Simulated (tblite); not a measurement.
Run record: tight-binding relaxation, `C/C=C\[P@](C)(=O)CCC`.

Computed with GFN2-xTB geometry optimisation, gas phase (tblite 0.8.0). Start geometry: from a force field or distance geometry. The command runs a driver script over a list of jobs; the input below is this job's line of settings and its coordinates in Å.

Command:
```bash
OMP_NUM_THREADS=1 python probes_run.py task.json out
```

Input:
```
{"job": {"kind": "relax", "xc": "GFN2-xTB", "basis": "xTB"}, "charge": 0, "multiplicity": 1}
C     -2.893700     1.323000    -0.042500
C     -2.798500    -0.024700    -0.672700
C     -1.800000    -0.923400    -0.452400
P     -0.427000    -0.696700     0.591600
C      0.284300    -2.354300     0.688600
O     -0.540000    -0.109200     1.975400
C      0.742200     0.219300    -0.435200
C      2.074600     0.518600     0.261800
C      3.008500     1.301500    -0.640300
H     -2.991900     2.082700    -0.822300
H     -3.802900     1.375400     0.580300
H     -2.044500     1.582300     0.579100
H     -3.609200    -0.298600    -1.327700
H     -1.880900    -1.867000    -0.986500
H     -0.413500    -3.032400     1.171600
H      1.210300    -2.338200     1.272300
H      0.511600    -2.732300    -0.315100
H      0.264500     1.155500    -0.718800
H      0.919400    -0.346400    -1.347300
H      1.891100     1.078400     1.185700
H      2.549400    -0.417000     0.555100
H      2.558200     2.267700    -0.920700
H      3.953100     1.513200    -0.111500
H      3.223200     0.742600    -1.558200
```

Output:
```
step      E/eV     max force
  0    -795.67292    3.799
  1    -795.80182    2.399
  2    -795.87886    0.407
  3    -795.88913    0.288
  4    -795.90194    0.219
  5    -795.90647    0.191
  6    -795.91252    0.169
  7    -795.91526    0.162
  8    -795.91727    0.145
  9    -795.91862    0.119
... (39 lines left out)
 49    -795.93923    0.018
 50    -795.93931    0.020
 51    -795.93939    0.018
 52    -795.93945    0.014
 53    -795.93949    0.014
 54    -795.93954    0.016
 55    -795.93958    0.017
 56    -795.93961    0.013
 57    -795.93963    0.011
 58    -795.93965    0.009
```

«max force» is the largest atomic force in eV/Å.

From which step on does the largest force stay under 0.1 eV/Å, and how much energy is left to gain from there?

From step 10 (0.080 eV/Å), 19.8 meV above the end.

In short: energy lowered by 6.2 kcal/mol over 58 steps; largest atomic force 0.009 eV/Å at the end.
Labels such as C1 count atoms from 1, the log's own numbers from 0.
